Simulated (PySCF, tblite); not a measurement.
Isomers of C8H6N4, one GFN2-xTB conformer each. Single-point energies are computed at PBE0/pcSseg-1 (PySCF, gas phase, no added dispersion term), electronic only.

Problem. Rank them by PBE0/pcSseg-1 energy, lowest first (kJ/mol).
A. `Cc1cccc2c(C#N)nnn12`
B. `Cn1nc2ccc(C#N)cc2n1`

Solution. B (0.0), A (20.7).

GFN2-xTB itself gives, in the same order: 0.0, 8.1. Both levels put the same isomer lowest.

Problem. Which frontier levels, dipoles and rotational constants go with these structures?

Solution. 
| SMILES | HOMO (eV, PBE0/pcSseg-1) | LUMO (eV) | dipole (D) | A, B, C (MHz) |
| --- | --- | --- | --- | --- |
| Cn1nc2ccc(C#N)cc2n1 | -7.34 | -2.19 | 5.75 | 3264, 555.8, 476.3 |
| Cc1cccc2c(C#N)nnn12 | -7.03 | -1.99 | 7.82 | 2018, 781.3, 565.2 |

Problem. What happens when harmonic zero-point energies from GFN2-xTB frequencies are added?

Solution. 
```
             SMILES  ZPE (kJ/mol)  electronic (kJ/mol)  with ZPE (kJ/mol)
Cn1nc2ccc(C#N)cc2n1         337.7                  0.0                0.0
Cc1cccc2c(C#N)nnn12         337.2                 20.7               20.1
```

The zero-point energies span 0.5 kJ/mol. The order is unchanged.

Problem. As an exercise, what shares would exp(−E/RT) give at 2000 K from these electronic energies alone (no entropy, no degeneracies)?

Solution. RT = 16.629 kJ/mol: Cn1nc2ccc(C#N)cc2n1 77.6 %, Cc1cccc2c(C#N)nnn12 22.4 %.
